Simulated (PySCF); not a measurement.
NbO3, SMILES [Nb]1([O][O]1)=[O] (connectivity only; charge and spin as stated), neutral, multiplicity 2.

Coordinates come from a PBE0-D3(BJ)/def2-TZVP optimisation. The multiplicity is an assumed one; other spin states were not compared. The def2 effective core potentials stand for the cores of Nb; spin–orbit coupling is left out.

Computed with PBE0-D3(BJ)/def2-TZVP (PySCF).

Frequencies are harmonic and unscaled.

```
mode  ν (cm⁻¹)  IR (km/mol)  moving atoms (share of kinetic energy)
----  --------  -----------  --------------------------------------
1          171        121.3                         O 79 %, Nb 21 %
2          242          7.5                                  O 92 %
3          607         26.2                                  O 93 %
4          626        130.1                         O 78 %, Nb 22 %
5          960        108.9                                  O 96 %
6         1011        205.2                         O 86 %, Nb 14 %
```
